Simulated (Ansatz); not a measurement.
Harmonic frequencies (cm⁻¹) at PBE0-D4/def2-TZVP from Ansatz: 45, 90, 114, 180, 226, 424, 464, 508, 543, 568, 630, 651, 718, 928, 940, 953, 1978, 2217, 2230, 2251, 2705.

Each molecule was computed in one conformer, which needn't be the lowest.

Problem. Which molecule is it?
A. `F[SiH2][S][AlH2]`
B. `[SiH3][S][AlH][SH]`
C. `BO[SiH2]N`
D. `B/C=N\BF`

Solution. B.
